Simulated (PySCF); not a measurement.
Molecule: `Nc1ccccn1`, C5H6N2.

Molfile (atoms numbered from 1):
```
C5H6N2
     RDKit          3D

 13 13  0  0  0  0  0  0  0  0999 V2000
    2.3386   -0.0945    0.1136 N   0  0  0  0  0  0  0  0  0  0  0  0
    0.9737   -0.0903    0.0321 C   0  0  0  0  0  0  0  0  0  0  0  0
    0.2508    1.1085   -0.1519 C   0  0  0  0  0  0  0  0  0  0  0  0
   -1.1319    1.0443   -0.1860 C   0  0  0  0  0  0  0  0  0  0  0  0
   -1.7704   -0.1898   -0.0355 C   0  0  0  0  0  0  0  0  0  0  0  0
   -0.9622   -1.3084    0.1408 C   0  0  0  0  0  0  0  0  0  0  0  0
    0.3664   -1.2717    0.1713 N   0  0  0  0  0  0  0  0  0  0  0  0
    2.7744   -1.0052    0.0552 H   0  0  0  0  0  0  0  0  0  0  0  0
    2.8557    0.6855   -0.2635 H   0  0  0  0  0  0  0  0  0  0  0  0
    0.7751    2.0609   -0.2587 H   0  0  0  0  0  0  0  0  0  0  0  0
   -1.7152    1.9577   -0.3287 H   0  0  0  0  0  0  0  0  0  0  0  0
   -2.8573   -0.2805   -0.0559 H   0  0  0  0  0  0  0  0  0  0  0  0
   -1.4154   -2.2999    0.2610 H   0  0  0  0  0  0  0  0  0  0  0  0
  1  2  1  0
  2  3  2  0
  3  4  1  0
  4  5  2  0
  5  6  1  0
  6  7  2  0
  7  2  1  0
  1  8  1  0
  1  9  1  0
  3 10  1  0
  4 11  1  0
  5 12  1  0
  6 13  1  0
M  END
```

Geometry PBE0-D3(BJ)/def2-SVP throughout; GIAO in PySCF 2.14.0 with density-fitted response routines, gas phase, one conformer, non-relativistic; equivalent atoms averaged; functional PBE0.

(1) How do the absolute shieldings σ depend on the basis set? (a selection of nuclei; ppm; last column core-seconds on shared hosts with different chips, so compare them loosely)

(2) Which nucleus among those listed moves most, in ppm?

(3) Taking the largest basis, IGLO-III (305 functions), as the yardstick, rank the others by their worst heavy-atom deviation.

Results:

(1) 
```tsv
basis set	functions	N7	N1	C2	C6	C5	C3	H13	H11	H12	core-s
STO-3G	41	65.5	252.2	114.2	115.1	132.7	141.1	24.50	25.69	26.07	3.4
pcSseg-0	75	-52.2	178.4	26.7	32.2	71.2	80.1	24.31	25.56	26.35	5.8
6-31G	75	-15.2	191.3	50.3	55.5	89.1	97.0	24.23	25.31	25.97	6.7
6-31G*	110	-1.5	190.2	46.0	51.2	86.9	94.4	23.88	24.81	25.68	10
cc-pVDZ	128	-11.0	193.1	42.6	48.9	84.2	92.2	23.19	24.07	24.96	12
def2-SVP	128	-13.3	190.5	40.4	46.4	83.4	91.2	23.43	24.19	25.11	11
pcSseg-1	149	-38.8	176.9	23.1	29.3	67.5	75.8	23.09	23.86	24.79	13
aug-cc-pVDZ	215	-11.7	191.8	39.1	46.3	83.7	91.1	23.00	23.83	24.68	27
6-311+G(2d,p)	225	-32.5	178.9	25.6	33.1	71.3	78.7	23.21	24.02	24.87	29
def2-TZVP	253	-34.8	181.4	24.0	31.7	70.5	78.2	23.18	23.99	24.85	33
cc-pVTZ	294	-32.7	181.1	26.0	33.4	71.6	79.5	23.05	23.83	24.66	41
IGLO-III	305	-42.7	175.4	17.7	25.2	64.4	72.1	23.07	23.89	24.74	43
```

(2) N7 (pyridine-type ring nitrogen): from -52.2 ppm with pcSseg-0 to 65.5 ppm with STO-3G. The smallest spread is 1.51 ppm, at H13. Proton shifts span only some 12 ppm, so a few tenths of a ppm matter as much there as several ppm in carbon.

(3) pcSseg-1 5.4 ppm (149 functions), def2-TZVP 8.0 ppm (253 functions), pcSseg-0 9.5 ppm (75 functions), cc-pVTZ 10.0 ppm (294 functions), 6-311+G(2d,p) 10.2 ppm (225 functions), def2-SVP 29.4 ppm (128 functions), aug-cc-pVDZ 31.0 ppm (215 functions), cc-pVDZ 31.7 ppm (128 functions), 6-31G 32.6 ppm (75 functions), 6-31G* 41.2 ppm (110 functions), STO-3G 108.2 ppm (41 functions).

A small basis that lands close on one nucleus may do so by chance; judge by the trend and by all nuclei.
